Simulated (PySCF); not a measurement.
## HfSBr2, singlet: computed properties

Computed with PBE0 in PySCF with Hf def2-SVP with ECP60, S def2-SVP, Br def2-SVP; scalar-relativistic core potentials, no spin–orbit coupling; density-fitted integrals.

The structure is a saddle point with 1 imaginary mode.

* Point group: C2v
* Bond lengths: Hf–Br 2.511 Å (×2), Hf–S 2.204 Å
* Bond angles: Br–Hf–Br 128.7°, Br–Hf–S 115.7° (×2)
* Lowest empty level: -3.92 eV
* Highest occupied level: -7.56 eV
* Principal quadrupole moments (Buckingham, traceless) about the centre of mass: -9.52, -4.64, 14.15 D Å
* Dipole moment: 2.23 D
* Principal polarisabilities: 58.9, 102.4, 102.4 bohr³
* Zero-point energy (real modes): 7.1 kJ/mol
* Atomisation energy without zero-point energy: 1384 kJ/mol
* Rotational constants: 0.05364, 0.02085, 0.01501 cm⁻¹

Harmonic modes (masses in u: Hf 179.947, S 31.972, Br 78.918):
```tsv
symmetry	ω (cm⁻¹)	IR (km/mol)	μ (u)	type
b1	39i	–	68.02	bend
a1	61	0.3	83.87	bend
b2	102	0.3	38.67	bend
a1	232	11.0	81.65	stretch
b2	278	55.3	103.49	stretch
a1	519	60.9	36.78	stretch
```

In C2v the vibrations span b1 + 3a1 + 2b2. Here b1 is antisymmetric to the molecular plane and b2 lies in it.

Charges (e):
```tsv
atom	Mulliken	Löwdin	polar tensor	Mayer order to Hf1
Hf1	0.83	-0.33	1.82	–
S2	-0.25	0.14	-0.69	2.37
Br3,4	-0.29	0.10	-0.57	1.15
```

Mulliken populations on Hf1 (electrons outside its core potential): s 2.46, p 6.31, d 2.31, f 0.10.

Stability towards spin polarisation was not tested. This need not be the most stable arrangement of these atoms. At this level a singlet minimum of Cs symmetry lies 5 kJ/mol below this structure. With an element this heavy the missing spin–orbit coupling can shift these numbers.

The final relaxation and frequency run took about 8 core-minutes on a shared host.
